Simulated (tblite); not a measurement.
Species: C6H8N (doublet state).
Structure used (GFN2-xTB), in Å, numbered top down from 1:
```
atom  x, y, z in Å
C1    -0.935    2.241   -1.087
C2    -0.401    1.170   -1.095
C3     0.272   -0.116   -1.051
C4    -0.588   -1.144   -0.230
C5    -0.791   -0.757    1.173
N6     1.604    0.040   -0.531
C7     1.788    0.182    0.697
H8    -1.416    3.173   -1.107
H9     0.376   -0.493   -2.077
H10   -1.540   -1.201   -0.772
H11   -0.090   -2.114   -0.296
H12   -0.627   -1.469    1.959
H13   -1.394    0.106    1.391
H14    0.944    0.108    1.416
H15    2.795    0.283    1.071
```

Computed with GFN2-xTB (tblite): harmonic, unscaled wavenumbers at the GFN2-xTB geometry, gas phase. Errors from tens to a few hundred cm⁻¹ against measured bands are possible. One conformer, not necessarily the lowest. Open shells enter through the occupations alone, without spin polarisation, and single modes of such species can be off by tens of per cent.

Harmonic wavenumbers (cm⁻¹): 84.1, 109.9, 158.3, 197.0, 239.0, 340.0, 369.5, 441.5, 476.8, 586.1, 619.0, 653.2, 685.6, 713.8, 814.2, 854.5, 936.7, 978.2, 992.1, 1092.9, 1107.9, 1122.3, 1193.0, 1226.5, 1276.1, 1307.2, 1339.8, 1402.9, 1452.0, 1736.0, 2279.1, 2647.0, 2871.2, 2887.7, 2983.5, 3071.1, 3117.6, 3157.3, 3394.0.

A = 3404, B = 2507, C = 1936 MHz; mass 94.066 u (most abundant isotopes); point group C1, symmetry number 1; spin multiplicity 2.

Question: What is the zero-point energy?

Answer: Half the sum of the wavenumbers: 25457 cm⁻¹ = 72.79 kcal/mol.

Question: Entropy at 400 K, 1 bar (ideal gas, RRHO, classical rotation)?

Answer: Translation 41.02, rotation 28.24, vibration 28.60, spin (R ln 2) 1.38: S = 99.2 cal/(mol K).

Question: And Cp and H(400 K) − H(0)?

Answer: Cp = 39.89 cal/(mol K), of which vibrations give 31.94 (their classical limit is 39 R = 77.5); H(400 K) − H(0) = 9.50 kcal/mol without the zero-point energy, 6.32 from vibrations.

Question: What must be added to the electronic energy to get the Gibbs energy at 400 K and 1 bar?

Answer: ZPE + [H(400 K) − H(0)] − T·S = 72.79 + 9.50 − 39.69 = 42.60 kcal/mol.

Question: How do the functions run with temperature in this model?

Answer: 
```csv
T (K),S (cal/(mol K)),Cp (cal/(mol K)),H − H(0) (kcal/mol),G − H(0) (kcal/mol),ln q(vib)
100,64.3,15.5,1.11,-5.33,0.80
200,77.6,23.8,3.07,-12.45,2.55
300,88.9,32.3,5.88,-20.78,4.47
500,108.8,46.2,13.81,-40.61,8.43
800,133.6,59.1,29.78,-77.11,14.19
1000,147.5,64.8,42.20,-105.25,17.75
```

q(vib) and H(0) count from the zero-point level.

Question: Which modes carry the vibrational entropy at 400 K?

Answer: 84.1 cm⁻¹: 4.37; 109.9 cm⁻¹: 3.84; 158.3 cm⁻¹: 3.13; 197.0 cm⁻¹: 2.71; 239.0 cm⁻¹: 2.35; 340.0 cm⁻¹: 1.71 cal/(mol K); the other 33 give 10.48 together.

Question: Blend soft modes into free rotors: weight 1/[1 + (100 cm⁻¹/ν̃)⁴] for the oscillator and the rest for a rotor with moment μB/(μ + B), μ = h/(8π²ν), B = 10⁻⁴⁴ kg m². What vibrational entropy results?

Answer: 27.50 cal/(mol K) in place of 28.60, which changes −T·S at 400 K by +0.44 kcal/mol.

Hindered rotation and anharmonicity are outside this model. Other conformers, if any are populated, would add a mixing term that is left out. The structure is chiral; the term R ln 2 for an equal mix with its mirror image is left out.

The run took 0.23 s of wall time on one thread of an AMD EPYC 9R45, shared host with 96 logical CPUs at a one-minute load of 49. The figure is for the frequency step alone.
